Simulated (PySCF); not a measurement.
A PySCF script (with the pyscf-properties extension) for the NMR shieldings of SMILES C#CCP1CCC=C1C, C8H11P, on a GFN2-xTB geometry:

```python
import basis_set_exchange as bse
import numpy as np
from pyscf import gto, dft
from pyscf.prop import nmr

atoms = """
C     2.610775    2.338861    0.276994
C     2.239128    1.225936    0.036274
C     1.764081   -0.101427   -0.257860
P     0.194468   -0.040800   -1.304359
C    -0.326392   -1.823519   -1.095811
C    -1.067164   -1.970943    0.239374
C    -1.479200   -0.602505    0.682910
C    -0.954344    0.438590    0.047229
C    -1.212588    1.878442    0.331026
H     2.952215    3.306880    0.492125
H     2.518328   -0.640377   -0.840902
H     1.561993   -0.643976    0.670641
H     0.532770   -2.490932   -1.181372
H    -0.998827   -2.051252   -1.926966
H    -0.423034   -2.422624    1.001039
H    -1.937584   -2.622281    0.132434
H    -2.167337   -0.507384    1.511186
H    -1.651265    2.359080   -0.543358
H    -1.887997    1.994048    1.176661
H    -0.273171    2.386862    0.549701
"""
names = dict.fromkeys(["C", "P", "H"], "pcSseg-1")
basis = {el: gto.basis.parse(bse.get_basis(n, elements=[el], fmt="nwchem")) for el, n in names.items()}
mol = gto.M(atom=atoms, basis=basis, charge=0, verbose=0)
mf = dft.RKS(mol, xc="PBE0")
mf.grids.level = 2
mf.grids.alignment = dft.numint.BLKSIZE   # the property module wants whole blocks of grid points
mf.conv_tol = 1e-9
mf.kernel()

calc = nmr.RKS(mf)   # GIAO
C = mf.mo_coeff
Co = C[:, mf.mo_occ > 0]
resp = mf.gen_response(singlet=True, hermi=2)
def vind(x):   # induced exchange potential for any number of trial vectors
    d = np.einsum("pi,xij,qj->xpq", C, 2 * x.reshape(-1, C.shape[1], Co.shape[1]), Co, optimize=True)
    return np.einsum("xpq,pi,qj->xij", resp(d - d.transpose(0, 2, 1)), C, Co, optimize=True).ravel()
mo1, _ = nmr.rhf.solve_mo1(calc, with_cphf=vind)
sigma = calc.kernel(mo1)
for i, s in enumerate(sigma):   # ppm
    w = np.linalg.eigvalsh((s + s.T) / 2)
    print("%2d %-2s iso %8.1f  s11 %8.1f  s22 %8.1f  s33 %8.1f" % (i, mol.atom_pure_symbol(i), w.mean(), *w))
```

Question: Give the expected output.

Answer: 
```
 0 C  iso    110.9  s11     38.3  s22     42.2  s33    252.1
 1 C  iso     99.5  s11     -1.3  s22      6.9  s33    293.0
 2 C  iso    163.6  s11    150.8  s22    163.8  s33    176.1
 3 P  iso    328.6  s11    264.6  s22    353.4  s33    367.9
 4 C  iso    157.9  s11    133.6  s22    165.2  s33    174.9
 5 C  iso    149.0  s11    117.1  s22    154.0  s33    175.9
 6 C  iso     45.5  s11    -51.5  s22     66.8  s33    121.3
 7 C  iso     31.7  s11    -68.9  s22     30.5  s33    133.4
 8 C  iso    164.1  s11    148.4  s22    158.8  s33    185.1
 9 H  iso     30.3  s11     24.9  s22     25.3  s33     40.8
10 H  iso     29.4  s11     23.5  s22     29.0  s33     35.8
11 H  iso     29.2  s11     24.0  s22     30.7  s33     33.0
12 H  iso     30.1  s11     26.1  s22     28.2  s33     36.1
13 H  iso     29.7  s11     23.8  s22     28.1  s33     37.3
14 H  iso     28.8  s11     25.2  s22     26.5  s33     34.8
15 H  iso     29.0  s11     23.9  s22     27.2  s33     36.0
16 H  iso     25.6  s11     23.8  s22     25.0  s33     27.9
17 H  iso     29.5  s11     25.5  s22     27.4  s33     35.5
18 H  iso     29.5  s11     25.1  s22     28.1  s33     35.4
19 H  iso     28.9  s11     22.8  s22     29.4  s33     34.4
```

These numbers come from an equivalent density-fitted implementation of the same equations, which agrees with the script to about 0.01 ppm for H and up to a few tenths of a ppm for heavy atoms, so last digits may differ.

Size and cost of the density-fitted run: 215 basis functions, of the order of 2.1 core-minutes.
